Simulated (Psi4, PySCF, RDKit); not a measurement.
Conformational energy of SMILES O/C=C\SC, singlet. Scanned: dihedral C1–S2–C3–C4; all other coordinates were relaxed at GFN2-xTB. Points at φ and −φ are mirror images. Heavy atoms are numbered in the order of the SMILES CS/C=C\O, hydrogens after them in the order of the atoms that carry them; the mirror image has the same energies with the sign of each dihedral reversed.

Computed with: RHF/STO-3G = PySCF with restricted Hartree-Fock/STO-3G // GFN2-xTB; PBE-D3(BJ)/def2-TZVP // GFN2-xTB (Psi4); MMFF94 // GFN2-xTB (RDKit).

Energies in kJ/mol, each method relative to its own lowest point.

```
φ / °  RHF/STO-3G  PBE-D3(BJ)/def2-TZVP  MMFF94
-----  ----------  --------------------  ------
-165          3.7                  13.7     0.5
-150          1.9                   9.1     1.7
-135          0.4                   4.5     3.4
-120          0.0                   1.3     5.6
-105          1.0                   0.0     7.8
-90           3.3                   0.7     9.6
-75           6.9                   3.3    11.7
-60          12.7                   8.7    16.4
-45          19.9                  18.1    26.3
-30          24.0                  23.5    36.6
-15          27.3                  27.1    46.9
0            28.6                  28.3    51.2
15           27.3                  27.1    46.9
30           24.0                  23.5    36.6
45           19.9                  18.1    26.3
60           12.7                   8.7    16.4
75            6.9                   3.3    11.7
90            3.3                   0.7     9.6
105           1.0                   0.0     7.8
120           0.0                   1.3     5.6
135           0.4                   4.5     3.4
150           1.9                   9.1     1.7
165           3.7                  13.7     0.5
180           4.6                  15.8     0.0
```
